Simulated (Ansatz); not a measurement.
`[Cl][Ti]([Br])([Br])[Br]`, relaxed with RKS PBE0-D4/def2-TZVP in Ansatz from a PBE-D4/def2-SVP geometry. The force threshold is 0.005 eV/Å; the program also tests the step.

The species carries charge 0 and has multiplicity 1.

Start:

```xyz
5

Cl    1.463   -1.502   -0.690
Ti    0.025   -0.026   -0.012
Br   -2.137   -0.806   -0.381
Br    0.319    0.371    2.263
Br    0.330    1.964   -1.181
```

How much energy does the relaxation release, and in how many steps? (Estimate.)

Computed: 0.49 kJ/mol, in 3 steps.

Which bonds change most? (An estimate is asked.)

Computed: Ti2–Br3 from 2.328 to 2.315 Å; Ti2–Br4 from 2.328 to 2.315 Å; Ti2–Br5 from 2.328 to 2.315 Å; Cl1–Ti2 from 2.170 to 2.160 Å.

Give the relaxed structure. (An estimate is asked.)

Ansatz gave: 
```xyz
5

Cl    1.453   -1.492   -0.686
Ti    0.022   -0.022   -0.010
Br   -2.125   -0.805   -0.380
Br    0.319    0.366    2.252
Br    0.331    1.953   -1.177
```
